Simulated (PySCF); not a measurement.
A structure optimised at PBE-D3(BJ)/def2-SVP, used in a PySCF frequency run:

```
S
S 1 1.9450
S 1 1.9450 2 120.00
S 1 1.9450 2 120.00 3 180.00
```

Task: Write its SMILES, formula and point group.

Result: S=S(=S)=S, S₄, D3h

Task: What are its rotational constants (standard atomic weights)?

Result: 2.7779, 2.7779, 1.3889 GHz
